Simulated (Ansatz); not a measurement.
`Cl[SiH](Cl)Cl` and `C#C[SiH](Cl)Cl` differ in one atom or group.

Ansatz, PBE0-D4/def2-TZVP geometries, multiplicity 1. 

| property | `Cl[SiH](Cl)Cl` |
| --- | --- |
| HOMO–LUMO gap (B3LYP/def2-TZVPP) / eV | 8.76 |
| HOMO energy (B3LYP/def2-TZVPP) / eV | -9.09 |
| HOMO energy (PBE0/def2-TZVPP) / eV | -9.39 |
| size of the dipole moment (PBE/def2-TZVPP) / D | 0.70 |
| HOMO–LUMO gap (PBE/def2-TZVPP) / eV | 6.89 |
| HOMO–LUMO gap (PBE0/def2-TZVPP) / eV | 9.33 |

Problem. What does the change do to each property? (Best estimate.)

Solution. Ansatz gave: 
| property | `C#C[SiH](Cl)Cl` | shift |
| --- | --- | --- |
| HOMO–LUMO gap (B3LYP/def2-TZVPP) / eV | 7.47 | -1.29 |
| HOMO energy (B3LYP/def2-TZVPP) / eV | -8.52 | 0.57 |
| HOMO energy (PBE0/def2-TZVPP) / eV | -8.79 | 0.60 |
| size of the dipole moment (PBE/def2-TZVPP) / D | 1.70 | 1.00 |
| HOMO–LUMO gap (PBE/def2-TZVPP) / eV | 5.73 | -1.16 |
| HOMO–LUMO gap (PBE0/def2-TZVPP) / eV | 7.92 | -1.41 |

With PBE0 the HOMO rises by 0.60 eV and the LUMO falls by 0.81 eV, so the gap narrows by about 1.41 eV. PBE moves the HOMO by 0.43 eV and ωB97M-V by 0.58 eV. The zero-point energy changes by 46.2 kJ/mol with +6 modes. Dipoles are sizes alone; their direction can turn.

B3LYP here is the variant with VWN-RPA as its local correlation; programs differ in this.
